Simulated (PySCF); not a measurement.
Isomers of C13H12. Computed with PBE0-D3(BJ)/def2-SVP geometry optimisation, gas phase in PySCF 2.14.0. Energies are electronic, without zero-point or thermal terms, for one conformer each. No frequencies were run at this level. Point groups hold within 0.08 Å.

Question: Order them by energy at this level, lowest first, and give relative energies in kJ/mol.
A. `[CH2:1]=[C:2]([CH3:3])[c:4]1[cH:5][cH:6][c:7]2[cH:8][cH:9][cH:10][cH:11][c:12]2[cH:13]1` with C1–C2–C4–C5 146° (2-isopropenylnaphthalene)
B. `[CH3:1][c:2]1[cH:3][cH:4][c:5](-[c:6]2[cH:7][cH:8][cH:9][cH:10][cH:11]2)[cH:12][cH:13]1` with C4–C5–C6–C7 -143°
C. `[cH:1]1[cH:2][cH:3][c:4]([CH2:5][c:6]2[cH:7][cH:8][cH:9][cH:10][cH:11]2)[cH:12][cH:13]1` with C3–C4–C5–C6 129°, C4–C5–C6–C7 -52°
D. `[CH:1]1=[CH:2][CH2:3][CH:4]=[CH:5][C:6]([c:7]2[cH:8][cH:9][cH:10][cH:11][cH:12]2)=[CH:13]1` with C5–C6–C7–C8 -38°, C1–C2–C3–C4 -67°, C2–C3–C4–C5 69°, C4–C5–C6–C7 153°, C2–C1–C13–C6 33°
E. `C#C[C@@]1(C)C[C@@]12C=CC=C2C#CC`
F. `[CH3:1][c:2]1[cH:3][cH:4][cH:5][c:6](-[c:7]2[cH:8][cH:9][cH:10][cH:11][cH:12]2)[cH:13]1` with C5–C6–C7–C8 142°
G. `[CH3:1][c:2]1[cH:3][cH:4][cH:5][cH:6][c:7]1-[c:8]1[cH:9][cH:10][cH:11][cH:12][cH:13]1` with C6–C7–C8–C9 -124°
H. `C#C[C@@]1(C)C[C@]12C=CC=C2C#CC`
I. `[CH2:1]=[CH:2][C:3]1=[CH:4][C@@H:5]2[CH2:6][C@H:7]1[c:8]1[cH:9][cH:10][cH:11][cH:12][c:13]12` with C1–C2–C3–C4 -173°

Answer: B (0.0), F (0.2), G (6.3), C (18.8), A (42.8), D (147.4), I (160.2), E (539.7), H (543.9).

As drawn, the lowest has an aromatic ring, which the highest lacks; the highest has a three-membered ring, a C≡C bond and a C=C bond outside aromatic rings, which the lowest lacks. Neighbours under 10 kJ/mol apart (Cc1ccc(-c2ccccc2)cc1 and Cc1cccc(-c2ccccc2)c1; Cc1cccc(-c2ccccc2)c1 and Cc1ccccc1-c1ccccc1; C#C[C@@]1(C)C[C@@]12C=CC=C2C#CC and C#C[C@@]1(C)C[C@]12C=CC=C2C#CC) can change places with a better method, another conformer or zero-point energy. C#C[C@@]1(C)C[C@@]12C=CC=C2C#CC and C#C[C@@]1(C)C[C@]12C=CC=C2C#CC are stereoisomers, 4.2 kJ/mol apart in the conformers taken.

```
                         SMILES      E (Eh)  E rel (kJ/mol)  dipole (D)  point group       A, B, C (MHz)
           Cc1ccc(-c2ccccc2)cc1  -501.69219             0.0        0.55            –  2823, 397.1, 357.8
           Cc1cccc(-c2ccccc2)c1  -501.69213             0.2        0.46           C1  2021, 451.7, 383.7
             Cc1ccccc1-c1ccccc1  -501.68979             6.3        0.40           C1  1856, 524.6, 446.9
            c1ccc(Cc2ccccc2)cc1  -501.68503            18.8        0.11           C2  2096, 422.0, 413.0
           C=C(C)c1ccc2ccccc2c1  -501.67587            42.8        0.38           C1  2142, 483.4, 403.7
         C1=CCC=CC(c2ccccc2)=C1  -501.63604           147.4        0.39           C1  2212, 464.1, 399.7
 C=CC1=C[C@@H]2C[C@H]1c1ccccc12  -501.63117           160.2        0.45           C1  1461, 698.2, 570.7
C#C[C@@]1(C)C[C@@]12C=CC=C2C#CC  -501.48663           539.7        1.28           C1  1248, 598.3, 443.5
 C#C[C@@]1(C)C[C@]12C=CC=C2C#CC  -501.48504           543.9        1.03           C1  1076, 723.4, 494.6
```

Q: How do the relative energies change in single points at PBE0/pcSseg-1 (no added dispersion term) on the same geometries?

A: 
```json
{"SMILES": "Cc1ccc(-c2ccccc2)cc1", "PBE0-D3(BJ)/def2-SVP (kJ/mol)": "0.0", "PBE0/pcSseg-1 (kJ/mol)": "0.0", "shift": "0.0"}
{"SMILES": "Cc1cccc(-c2ccccc2)c1", "PBE0-D3(BJ)/def2-SVP (kJ/mol)": "0.2", "PBE0/pcSseg-1 (kJ/mol)": "0.3", "shift": "+0.1"}
{"SMILES": "Cc1ccccc1-c1ccccc1", "PBE0-D3(BJ)/def2-SVP (kJ/mol)": "6.3", "PBE0/pcSseg-1 (kJ/mol)": "7.7", "shift": "+1.4"}
{"SMILES": "c1ccc(Cc2ccccc2)cc1", "PBE0-D3(BJ)/def2-SVP (kJ/mol)": "18.8", "PBE0/pcSseg-1 (kJ/mol)": "16.7", "shift": "-2.1"}
{"SMILES": "C=C(C)c1ccc2ccccc2c1", "PBE0-D3(BJ)/def2-SVP (kJ/mol)": "42.8", "PBE0/pcSseg-1 (kJ/mol)": "44.7", "shift": "+1.9"}
{"SMILES": "C1=CCC=CC(c2ccccc2)=C1", "PBE0-D3(BJ)/def2-SVP (kJ/mol)": "147.4", "PBE0/pcSseg-1 (kJ/mol)": "144.8", "shift": "-2.6"}
{"SMILES": "C=CC1=C[C@@H]2C[C@H]1c1ccccc12", "PBE0-D3(BJ)/def2-SVP (kJ/mol)": "160.2", "PBE0/pcSseg-1 (kJ/mol)": "161.4", "shift": "+1.2"}
{"SMILES": "C#C[C@@]1(C)C[C@@]12C=CC=C2C#CC", "PBE0-D3(BJ)/def2-SVP (kJ/mol)": "539.7", "PBE0/pcSseg-1 (kJ/mol)": "524.2", "shift": "-15.5"}
{"SMILES": "C#C[C@@]1(C)C[C@]12C=CC=C2C#CC", "PBE0-D3(BJ)/def2-SVP (kJ/mol)": "543.9", "PBE0/pcSseg-1 (kJ/mol)": "529.0", "shift": "-14.9"}
```

Each column counts from its own lowest isomer. The order is unchanged; the largest shift is 15.5 kJ/mol.

Q: As an exercise, what shares would exp(−E/RT) give at 500 K from these electronic energies alone (no entropy, no degeneracies)?

A: RT = 4.157 kJ/mol: Cc1ccc(-c2ccccc2)cc1 45.6 %, Cc1cccc(-c2ccccc2)c1 43.9 %, Cc1ccccc1-c1ccccc1 10.0 %, c1ccc(Cc2ccccc2)cc1 0.5 %, C=C(C)c1ccc2ccccc2c1 under 0.1 %, C1=CCC=CC(c2ccccc2)=C1 under 0.1 %, C=CC1=C[C@@H]2C[C@H]1c1ccccc12 under 0.1 %, C#C[C@@]1(C)C[C@@]12C=CC=C2C#CC under 0.1 %, C#C[C@@]1(C)C[C@]12C=CC=C2C#CC under 0.1 %.
